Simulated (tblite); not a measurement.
A geometry optimisation, step by step.

Species: C₅H₁₂BNSi.
Numbering: `[BH2:1][N:2]1[CH2:3][CH2:4]/[C:5](=[CH:6]\[SiH3:7])[CH2:8]1` (hydrogens: H9, H10 on B1; H11, H12 on C3; H13, H14 on C4; H15 on C6; H16, H17, H18 on Si7; H19, H20 on C8)

Computed with GFN2-xTB (tblite), gas phase: L-BFGS steps from a force-field or distance-geometry start until the largest atomic force falls under 0.01 eV/Å. 9 of its 130 geometries are shown.

Step 0: E = -616.9390 eV, largest atomic force 1.999 eV/Å
```
atom  x, y, z in Å  |  force x, y, z in eV/Å
B1      3.179    0.452   -0.432   -1.445   0.318  -0.514
N2      1.669    0.639   -0.736    1.785  -0.211   0.874
C3      1.000    1.415    0.320   -0.046   0.660  -0.094
C4     -0.458    0.954    0.355   -0.080  -0.113   0.564
C5     -0.391   -0.394   -0.268   -1.282  -1.117  -0.377
C6     -1.405   -1.274   -0.368    0.861   0.714   0.112
Si7    -3.096   -0.945    0.302   -0.599  -0.090   0.359
C8      0.972   -0.643   -0.819    0.166  -0.007  -0.227
H9      3.978    0.862   -1.194   -0.228  -0.067   0.101
H10     3.524   -0.094    0.558   -0.179   0.075  -0.150
H11     1.444    1.258    1.321    0.088   0.111  -0.211
H12     1.034    2.498    0.070    0.330  -0.518   0.155
H13    -1.119    1.619   -0.222    0.161  -0.212   0.268
H14    -0.812    0.876    1.410    0.005   0.210  -0.770
H15    -1.239   -2.218   -0.856    0.216  -0.120  -0.126
H16    -3.658    0.251   -0.325   -0.064   0.049  -0.003
H17    -3.014   -0.729    1.762   -0.060  -0.015  -0.143
H18    -3.964   -2.110    0.029    0.130   0.184   0.043
H19     1.445   -1.456   -0.220    0.014   0.171  -0.334
H20     0.905   -0.951   -1.884    0.228  -0.023   0.473
```

Step 16: E = -617.1484 eV, largest atomic force 0.100 eV/Å
```
atom  x, y, z in Å  |  force x, y, z in eV/Å
B1      3.134    0.467   -0.452    0.000   0.019  -0.024
N2      1.700    0.622   -0.662   -0.002  -0.005   0.022
C3      1.014    1.416    0.356    0.019  -0.037   0.013
C4     -0.439    0.938    0.348   -0.027   0.065  -0.005
C5     -0.397   -0.416   -0.288   -0.002  -0.002   0.038
C6     -1.408   -1.272   -0.367   -0.042  -0.013  -0.020
Si7    -3.121   -0.946    0.314   -0.088   0.007   0.048
C8      0.993   -0.648   -0.804    0.048   0.004  -0.014
H9      3.883    0.881   -1.252    0.025  -0.028   0.019
H10     3.516   -0.079    0.527    0.055   0.042  -0.058
H11     1.453    1.280    1.359    0.013   0.001  -0.003
H12     1.104    2.473    0.085    0.028  -0.020   0.067
H13    -1.063    1.604   -0.247   -0.063   0.043  -0.063
H14    -0.859    0.894    1.351   -0.039   0.018   0.048
H15    -1.230   -2.214   -0.867    0.023  -0.057  -0.021
H16    -3.703    0.250   -0.302    0.000   0.015  -0.022
H17    -3.065   -0.729    1.764    0.015  -0.006   0.007
H18    -3.977   -2.102    0.039    0.026  -0.003  -0.015
H19     1.465   -1.472   -0.240    0.014  -0.010   0.038
H20     0.995   -0.938   -1.859   -0.003  -0.033  -0.055
```

Step 32: E = -617.5580 eV, largest atomic force 0.744 eV/Å
```
atom  x, y, z in Å  |  force x, y, z in eV/Å
B1      3.154    0.618   -0.657   -0.312  -0.016  -0.133
N2      1.754    0.562   -0.470   -0.170  -0.662   0.089
C3      1.070    1.224    0.624   -0.574   0.217  -0.245
C4     -0.429    1.066    0.250   -0.255  -0.382  -0.034
C5     -0.433   -0.355   -0.264   -0.134   0.141  -0.458
C6     -1.432   -1.233   -0.329    0.133   0.041  -0.070
Si7    -3.191   -0.955    0.294    0.628  -0.059  -0.188
C8      0.985   -0.643   -0.723   -0.499  -0.327   0.035
H9      3.577    0.562   -1.753    0.048  -0.468   0.137
H10     3.815    0.690    0.302    0.339   0.662   0.022
H11     1.213    0.711    1.590    0.142   0.200  -0.023
H12     1.427    2.258    0.656   -0.206  -0.137   0.258
H13    -0.817    1.724   -0.545    0.659  -0.019   0.046
H14    -1.138    1.212    1.067    0.294  -0.122   0.263
H15    -1.211   -2.217   -0.761   -0.009   0.408   0.147
H16    -3.742    0.236   -0.351   -0.123   0.006   0.068
H17    -3.028   -0.777    1.737   -0.266   0.029   0.094
H18    -3.917   -2.168   -0.074   -0.164   0.044   0.094
H19     1.317   -1.457   -0.044    0.290   0.051  -0.231
H20     1.021   -1.045   -1.746    0.179   0.392   0.129
```

Step 48: E = -618.4596 eV, largest atomic force 0.181 eV/Å
```
atom  x, y, z in Å  |  force x, y, z in eV/Å
B1      3.080    0.681   -0.720   -0.020   0.025   0.039
N2      1.827    0.394   -0.237   -0.008   0.010  -0.033
C3      1.058    1.107    0.767    0.022   0.064  -0.044
C4     -0.378    1.047    0.238    0.001  -0.058   0.035
C5     -0.418   -0.348   -0.314    0.034  -0.055   0.096
C6     -1.429   -1.206   -0.345   -0.024   0.026  -0.151
Si7    -3.179   -0.934    0.267    0.046   0.005  -0.015
C8      1.000   -0.708   -0.689   -0.011  -0.018  -0.081
H9      3.550   -0.009   -1.543   -0.030  -0.009  -0.009
H10     3.647    1.609   -0.301    0.095   0.135   0.075
H11     1.116    0.571    1.723    0.000  -0.013   0.066
H12     1.434    2.117    0.914    0.036   0.030  -0.064
H13    -0.509    1.786   -0.559   -0.005  -0.093  -0.024
H14    -1.135    1.230    0.998    0.005  -0.046   0.045
H15    -1.208   -2.180   -0.768   -0.025  -0.030   0.036
H16    -3.775    0.252   -0.345   -0.039   0.038  -0.021
H17    -3.139   -0.771    1.720   -0.031   0.052   0.102
H18    -3.956   -2.131   -0.051   -0.038   0.005  -0.034
H19     1.285   -1.642   -0.186    0.028  -0.024  -0.024
H20     1.124   -0.854   -1.765   -0.038  -0.043   0.005
```

Step 64: E = -618.4929 eV, largest atomic force 0.056 eV/Å
```
atom  x, y, z in Å  |  force x, y, z in eV/Å
B1      3.107    0.683   -0.675   -0.002   0.042  -0.009
N2      1.825    0.398   -0.270    0.020   0.025   0.009
C3      1.062    1.143    0.715   -0.022   0.033   0.011
C4     -0.395    0.973    0.289   -0.025  -0.006  -0.001
C5     -0.404   -0.415   -0.281   -0.011   0.003  -0.008
C6     -1.438   -1.243   -0.362   -0.007   0.000   0.006
Si7    -3.176   -0.905    0.268    0.026   0.000  -0.023
C8      1.009   -0.722   -0.712    0.009   0.003  -0.024
H9      3.632   -0.001   -1.470   -0.031  -0.012   0.006
H10     3.640    1.621   -0.215    0.014  -0.020  -0.026
H11     1.211    0.705    1.710   -0.003  -0.006   0.056
H12     1.382    2.185    0.745    0.021  -0.031  -0.005
H13    -0.637    1.691   -0.501   -0.028  -0.011   0.000
H14    -1.104    1.107    1.104    0.016  -0.030  -0.007
H15    -1.257   -2.214   -0.810    0.001   0.019   0.013
H16    -3.756    0.289   -0.354    0.029  -0.014  -0.007
H17    -3.146   -0.706    1.723   -0.001   0.000  -0.013
H18    -3.996   -2.078   -0.050   -0.002   0.026   0.010
H19     1.350   -1.660   -0.256    0.007  -0.018   0.025
H20     1.085   -0.841   -1.797   -0.012  -0.003  -0.010
```

Step 81: E = -618.4979 eV, largest atomic force 0.022 eV/Å
```
atom  x, y, z in Å  |  force x, y, z in eV/Å
B1      3.095    0.692   -0.694    0.017   0.014   0.003
N2      1.821    0.407   -0.262    0.014   0.005  -0.012
C3      1.054    1.149    0.723    0.006   0.010  -0.006
C4     -0.406    0.950    0.313    0.001  -0.002   0.011
C5     -0.395   -0.432   -0.270   -0.020  -0.003   0.006
C6     -1.427   -1.262   -0.362   -0.014  -0.005   0.005
Si7    -3.162   -0.891    0.252   -0.004  -0.004  -0.011
C8      1.019   -0.723   -0.701   -0.013  -0.004  -0.009
H9      3.593   -0.010   -1.491   -0.006   0.019   0.009
H10     3.650    1.626   -0.254   -0.010   0.003  -0.014
H11     1.214    0.722    1.723    0.018   0.009   0.004
H12     1.361    2.194    0.738    0.006  -0.013   0.010
H13    -0.689    1.669   -0.462    0.014  -0.002   0.006
H14    -1.101    1.053    1.144    0.002  -0.009  -0.001
H15    -1.247   -2.229   -0.815   -0.002  -0.001   0.005
H16    -3.695    0.311   -0.397    0.003  -0.003   0.002
H17    -3.141   -0.676    1.704   -0.002   0.005  -0.010
H18    -4.016   -2.040   -0.055    0.003   0.003  -0.006
H19     1.376   -1.657   -0.245   -0.013  -0.004   0.014
H20     1.092   -0.841   -1.786    0.000  -0.016  -0.005
```

Step 97: E = -618.5077 eV, largest atomic force 0.057 eV/Å
```
atom  x, y, z in Å  |  force x, y, z in eV/Å
B1      3.000    0.792   -0.849   -0.002  -0.030   0.037
N2      1.822    0.396   -0.261   -0.011   0.018   0.026
C3      1.099    1.095    0.784   -0.016   0.039   0.020
C4     -0.374    0.895    0.420    0.015   0.020  -0.001
C5     -0.374   -0.476   -0.189    0.004   0.018  -0.041
C6     -1.419   -1.280   -0.343    0.007   0.015  -0.008
Si7    -3.173   -0.838    0.153    0.002  -0.010  -0.009
C8      1.047   -0.786   -0.593    0.018   0.009  -0.013
H9      3.463    0.128   -1.695    0.007  -0.007  -0.026
H10     3.514    1.778   -0.481   -0.002   0.012  -0.011
H11     1.305    0.636    1.762    0.016   0.000  -0.021
H12     1.399    2.142    0.819   -0.004  -0.008   0.024
H13    -0.672    1.634   -0.330   -0.039  -0.042   0.000
H14    -1.054    0.976    1.268    0.054   0.004   0.001
H15    -1.237   -2.242   -0.806   -0.039   0.000   0.001
H16    -3.605    0.368   -0.561   -0.008   0.004   0.009
H17    -3.237   -0.581    1.597   -0.014  -0.007  -0.002
H18    -4.050   -1.957   -0.193   -0.006  -0.011   0.008
H19     1.417   -1.663   -0.042   -0.006   0.000   0.016
H20     1.124   -1.008   -1.659    0.024  -0.025  -0.010
```

Step 113: E = -618.5120 eV, largest atomic force 0.035 eV/Å
```
atom  x, y, z in Å  |  force x, y, z in eV/Å
B1      2.973    0.815   -0.897   -0.020  -0.003  -0.008
N2      1.820    0.403   -0.273    0.009  -0.014   0.013
C3      1.113    1.093    0.788    0.023   0.012   0.002
C4     -0.366    0.863    0.470    0.006   0.000   0.004
C5     -0.363   -0.493   -0.174    0.014   0.011  -0.014
C6     -1.420   -1.274   -0.361   -0.001  -0.004  -0.009
Si7    -3.177   -0.814    0.115    0.004  -0.016   0.004
C8      1.065   -0.804   -0.554   -0.001  -0.007   0.000
H9      3.430    0.149   -1.746    0.001  -0.005  -0.007
H10     3.468    1.825   -0.566    0.003  -0.004   0.001
H11     1.358    0.635    1.756    0.000   0.008   0.016
H12     1.396    2.143    0.817   -0.002   0.031   0.009
H13    -0.725    1.609   -0.243   -0.003   0.011  -0.025
H14    -1.004    0.904    1.350   -0.013  -0.002   0.032
H15    -1.260   -2.231   -0.841    0.011   0.009  -0.009
H16    -3.583    0.395   -0.609   -0.014   0.007  -0.001
H17    -3.278   -0.552    1.555    0.016  -0.007  -0.005
H18    -4.057   -1.929   -0.237   -0.003  -0.001  -0.006
H19     1.437   -1.640    0.058   -0.008  -0.009  -0.007
H20     1.169   -1.087   -1.603   -0.019  -0.018   0.010
```

Step 129: E = -618.5144 eV, largest atomic force 0.008 eV/Å
```
atom  x, y, z in Å  |  force x, y, z in eV/Å
B1      2.952    0.814   -0.928    0.004   0.000  -0.002
N2      1.822    0.399   -0.267   -0.005   0.002  -0.002
C3      1.125    1.101    0.793    0.001  -0.002   0.003
C4     -0.359    0.855    0.505    0.001   0.000  -0.001
C5     -0.360   -0.491   -0.163    0.001   0.001  -0.003
C6     -1.420   -1.254   -0.395   -0.001  -0.001   0.002
Si7    -3.179   -0.810    0.085    0.001  -0.005   0.004
C8      1.071   -0.817   -0.517    0.000   0.001   0.004
H9      3.394    0.140   -1.779   -0.001  -0.001   0.001
H10     3.445    1.833   -0.625    0.001   0.000   0.000
H11     1.390    0.664    1.767    0.003   0.000   0.001
H12     1.398    2.155    0.801    0.000   0.001  -0.003
H13    -0.746    1.607   -0.188    0.001   0.004  -0.002
H14    -0.977    0.874    1.401    0.003   0.000   0.003
H15    -1.253   -2.198   -0.900   -0.005   0.001   0.002
H16    -3.606    0.405   -0.617    0.000   0.001  -0.005
H17    -3.262   -0.566    1.529   -0.002  -0.005   0.003
H18    -4.054   -1.927   -0.273    0.000   0.000  -0.005
H19     1.431   -1.632    0.130    0.000   0.003  -0.006
H20     1.185   -1.139   -1.554   -0.002   0.001   0.008
```

**Question.** Summarise the path.

**Answer.** The energy falls by 152.00 kJ/mol from step 0 to step 129; nine tenths of that is first reached at step 41. It falls at every step. The largest force goes from 1.999 to 0.008 eV/Å. Among the bonds B1–N2 changes most, from 1.552 to 1.374 Å; the atoms move by 0.703 Å rms after alignment.

**Question.** Follow the three bonds and two angles with the largest change from start to end.

**Answer.** 
```json
{"step": "0", "E above end (kJ/mol)": "152.00", "largest force (eV/Å)": "1.999", "B1–N2 (Å)": "1.552", "C6–Si7 (Å)": "1.848", "C4–H14 (Å)": "1.116", "B1–N2–C3 (°)": "111.5", "B1–N2–C8 (°)": "111.7"}
{"step": "6", "E above end (kJ/mol)": "133.34", "largest force (eV/Å)": "0.162", "B1–N2 (Å)": "1.463", "C6–Si7 (Å)": "1.872", "C4–H14 (Å)": "1.089", "B1–N2–C3 (°)": "114.1", "B1–N2–C8 (°)": "113.6"}
{"step": "11", "E above end (kJ/mol)": "132.30", "largest force (eV/Å)": "0.076", "B1–N2 (Å)": "1.458", "C6–Si7 (Å)": "1.875", "C4–H14 (Å)": "1.092", "B1–N2–C3 (°)": "114.1", "B1–N2–C8 (°)": "113.2"}
{"step": "17", "E above end (kJ/mol)": "131.62", "largest force (eV/Å)": "0.123", "B1–N2 (Å)": "1.458", "C6–Si7 (Å)": "1.874", "C4–H14 (Å)": "1.088", "B1–N2–C3 (°)": "114.9", "B1–N2–C8 (°)": "113.6"}
{"step": "22", "E above end (kJ/mol)": "130.46", "largest force (eV/Å)": "0.115", "B1–N2 (Å)": "1.459", "C6–Si7 (Å)": "1.884", "C4–H14 (Å)": "1.090", "B1–N2–C3 (°)": "117.0", "B1–N2–C8 (°)": "114.6"}
{"step": "28", "E above end (kJ/mol)": "124.24", "largest force (eV/Å)": "0.680", "B1–N2 (Å)": "1.455", "C6–Si7 (Å)": "1.862", "C4–H14 (Å)": "1.095", "B1–N2–C3 (°)": "120.2", "B1–N2–C8 (°)": "117.4"}
{"step": "34", "E above end (kJ/mol)": "67.71", "largest force (eV/Å)": "0.932", "B1–N2 (Å)": "1.394", "C6–Si7 (Å)": "1.875", "C4–H14 (Å)": "1.087", "B1–N2–C3 (°)": "127.8", "B1–N2–C8 (°)": "127.0"}
{"step": "39", "E above end (kJ/mol)": "22.63", "largest force (eV/Å)": "0.770", "B1–N2 (Å)": "1.384", "C6–Si7 (Å)": "1.886", "C4–H14 (Å)": "1.088", "B1–N2–C3 (°)": "128.4", "B1–N2–C8 (°)": "125.6"}
{"step": "45", "E above end (kJ/mol)": "7.33", "largest force (eV/Å)": "0.197", "B1–N2 (Å)": "1.372", "C6–Si7 (Å)": "1.882", "C4–H14 (Å)": "1.089", "B1–N2–C3 (°)": "128.8", "B1–N2–C8 (°)": "124.5"}
{"step": "50", "E above end (kJ/mol)": "4.59", "largest force (eV/Å)": "0.151", "B1–N2 (Å)": "1.373", "C6–Si7 (Å)": "1.869", "C4–H14 (Å)": "1.087", "B1–N2–C3 (°)": "128.0", "B1–N2–C8 (°)": "124.8"}
{"step": "56", "E above end (kJ/mol)": "2.69", "largest force (eV/Å)": "0.092", "B1–N2 (Å)": "1.374", "C6–Si7 (Å)": "1.879", "C4–H14 (Å)": "1.087", "B1–N2–C3 (°)": "126.3", "B1–N2–C8 (°)": "126.3"}
{"step": "62", "E above end (kJ/mol)": "2.20", "largest force (eV/Å)": "0.054", "B1–N2 (Å)": "1.374", "C6–Si7 (Å)": "1.879", "C4–H14 (Å)": "1.088", "B1–N2–C3 (°)": "125.6", "B1–N2–C8 (°)": "126.5"}
{"step": "67", "E above end (kJ/mol)": "1.93", "largest force (eV/Å)": "0.053", "B1–N2 (Å)": "1.376", "C6–Si7 (Å)": "1.877", "C4–H14 (Å)": "1.088", "B1–N2–C3 (°)": "125.9", "B1–N2–C8 (°)": "126.1"}
{"step": "73", "E above end (kJ/mol)": "1.71", "largest force (eV/Å)": "0.033", "B1–N2 (Å)": "1.375", "C6–Si7 (Å)": "1.878", "C4–H14 (Å)": "1.088", "B1–N2–C3 (°)": "126.0", "B1–N2–C8 (°)": "125.9"}
{"step": "79", "E above end (kJ/mol)": "1.62", "largest force (eV/Å)": "0.029", "B1–N2 (Å)": "1.375", "C6–Si7 (Å)": "1.878", "C4–H14 (Å)": "1.088", "B1–N2–C3 (°)": "126.6", "B1–N2–C8 (°)": "125.4"}
{"step": "84", "E above end (kJ/mol)": "1.55", "largest force (eV/Å)": "0.027", "B1–N2 (Å)": "1.375", "C6–Si7 (Å)": "1.876", "C4–H14 (Å)": "1.088", "B1–N2–C3 (°)": "126.6", "B1–N2–C8 (°)": "125.3"}
{"step": "90", "E above end (kJ/mol)": "1.35", "largest force (eV/Å)": "0.049", "B1–N2 (Å)": "1.374", "C6–Si7 (Å)": "1.877", "C4–H14 (Å)": "1.088", "B1–N2–C3 (°)": "126.9", "B1–N2–C8 (°)": "125.2"}
{"step": "95", "E above end (kJ/mol)": "0.82", "largest force (eV/Å)": "0.084", "B1–N2 (Å)": "1.375", "C6–Si7 (Å)": "1.874", "C4–H14 (Å)": "1.088", "B1–N2–C3 (°)": "126.5", "B1–N2–C8 (°)": "126.2"}
{"step": "101", "E above end (kJ/mol)": "0.47", "largest force (eV/Å)": "0.039", "B1–N2 (Å)": "1.375", "C6–Si7 (Å)": "1.877", "C4–H14 (Å)": "1.088", "B1–N2–C3 (°)": "126.6", "B1–N2–C8 (°)": "126.5"}
{"step": "107", "E above end (kJ/mol)": "0.36", "largest force (eV/Å)": "0.028", "B1–N2 (Å)": "1.374", "C6–Si7 (Å)": "1.878", "C4–H14 (Å)": "1.089", "B1–N2–C3 (°)": "126.7", "B1–N2–C8 (°)": "126.7"}
{"step": "112", "E above end (kJ/mol)": "0.26", "largest force (eV/Å)": "0.040", "B1–N2 (Å)": "1.374", "C6–Si7 (Å)": "1.877", "C4–H14 (Å)": "1.088", "B1–N2–C3 (°)": "126.8", "B1–N2–C8 (°)": "126.7"}
{"step": "118", "E above end (kJ/mol)": "0.14", "largest force (eV/Å)": "0.039", "B1–N2 (Å)": "1.374", "C6–Si7 (Å)": "1.877", "C4–H14 (Å)": "1.090", "B1–N2–C3 (°)": "127.0", "B1–N2–C8 (°)": "126.6"}
{"step": "123", "E above end (kJ/mol)": "0.05", "largest force (eV/Å)": "0.034", "B1–N2 (Å)": "1.374", "C6–Si7 (Å)": "1.877", "C4–H14 (Å)": "1.088", "B1–N2–C3 (°)": "127.0", "B1–N2–C8 (°)": "126.6"}
{"step": "129", "E above end (kJ/mol)": "0.00", "largest force (eV/Å)": "0.008", "B1–N2 (Å)": "1.374", "C6–Si7 (Å)": "1.877", "C4–H14 (Å)": "1.089", "B1–N2–C3 (°)": "126.9", "B1–N2–C8 (°)": "126.6"}
```

What follows is the cost of the whole relaxation. Hardware: Arm Neoverse V1, one thread (shared host). Cost: 1.1 s.
